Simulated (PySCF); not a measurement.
Structure with atom numbers: `[CH2:1]=[CH:2][CH2:3][C:4]#[C:5][C:6](=[O:7])[OH:8]`; H(Xn) means a hydrogen on atom n. Ha(C1) is cis to C3; Hb(C1) is trans to C3.

Geometry: GFN2-xTB; GIAO shifts from PySCF, gas phase, non-relativistic, averaged over equivalent atoms.

At HSE06/pcSseg-0 (84 basis functions, 7 s wall time on 1 thread of an AMD EPYC 9R45 96-Core, shared host):
| atoms | δ (ppm) |
| --- | --- |
| C6 | 170.0 |
| C2 | 142.8 |
| C1 | 132.3 |
| C4 | 99.2 |
| C5 | 86.0 |
| C3 | 28.9 |
| O7 | 491.2 |
| O8 | 221.9 |
| H(C2) | 6.14 |
| Ha(C1) | 5.79 |
| Hb(C1) | 5.63 |
| H(O8) | 5.46 |
| H(C3) | 3.36 |

δ = σ(ref) − σ, references computed at the same level: $^{13}$C (σref 195.16) and $^{1}$H (σref 33.28) vs TMS; H2O for $^{17}$O (σref 340.54).

**Question.** Predict the values at PBE0/6-31G on the same geometry.

**Answer.** 
| atoms | δ at PBE0/6-31G | change |
| --- | --- | --- |
| C6 | 150.1 | -19.9 |
| C2 | 129.0 | -13.8 |
| C1 | 116.6 | -15.7 |
| C4 | 87.1 | -12.1 |
| C5 | 74.2 | -11.8 |
| C3 | 27.2 | -1.7 |
| O7 | 422.2 | -69.0 |
| O8 | 193.1 | -28.8 |
| H(C2) | 6.42 | +0.28 |
| Ha(C1) | 5.71 | -0.08 |
| Hb(C1) | 5.63 | +0.00 |
| H(O8) | 5.69 | +0.23 |
| H(C3) | 3.33 | -0.03 |

δ = σ(ref) − σ, references computed at the same level: TMS for $^{13}$C (201.73 ppm) and $^{1}$H (33.07 ppm); $^{17}$O (321.08 ppm) against H2O.

The largest change is at O7 (carbonyl oxygen). Cost: 84 basis functions, 4 s wall time on 1 thread of an AMD EPYC 9R45 96-Core, shared host. The order of the carbon signals is the same at both levels.

Hydrogen bonding in solution deshields acid and N–H amide carbonyl carbons by as much as 10 ppm beyond these values. Unscaled 17O shifts of doubly bonded oxygen tend to come out too high, by tens of ppm or more. Experimental scales use liquid or dissolved standards, which lie at an offset from isolated H2O (liquid H2O: subtract about 36 ppm).
